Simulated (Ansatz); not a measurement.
AlCl₃ (SMILES [Cl][Al]([Cl])[Cl]), singlet, at a GFN2-xTB geometry (such geometries of metal compounds can be far from the true shape); HF/def2-SVP (Ansatz, a first-principles code).

The Ansatz input:
Ansatz 0.2 input:
```yaml
crystal:
  periodic: [false, false, false]
  atoms:
    - {symbol: Al, position_ang: [0.00007163, -0.00003268, -0.01168397]}
    - {symbol: Cl, position_ang: [0.01172470, 2.02980854, -0.00262734]}
    - {symbol: Cl, position_ang: [1.75194248, -1.02503148, 0.01658624]}
    - {symbol: Cl, position_ang: [-1.76372195, -1.00475207, -0.00502410]}
basis:
  gaussian:
    orbitals: def2-SVP
    fitting: {mean_field: cc-pVTZ-JKFIT}
hamiltonian:
  xc: hf
```

The log (banner, timings and long lists left out):

```
Functional definition: HF
484 factors; integrals over basis functions are off by at most 9.4e-2 eV
mean field evaluation 1: about -44085.0048 eV, gradient 1.8e1 eV
mean field evaluation 2: about -44085.8707 eV, gradient 7.5e0 eV
mean field evaluation 4: about -44086.0328 eV, gradient 1.6e-1 eV
mean field -44086.03294748 eV, -1620.1318282335 hartree, gradient 1.1e-5 eV, S^2 0.000000; 0 other end points of the search recorded, 0 dependent functions left out
reference -44086.03294748 eV, -1620.1318282335 hartree; 32, 32 occupied and 40, 40 virtual orbitals, 484 factors
Total energy: -44086.03294748 eV, -1620.1318282335 hartree
```
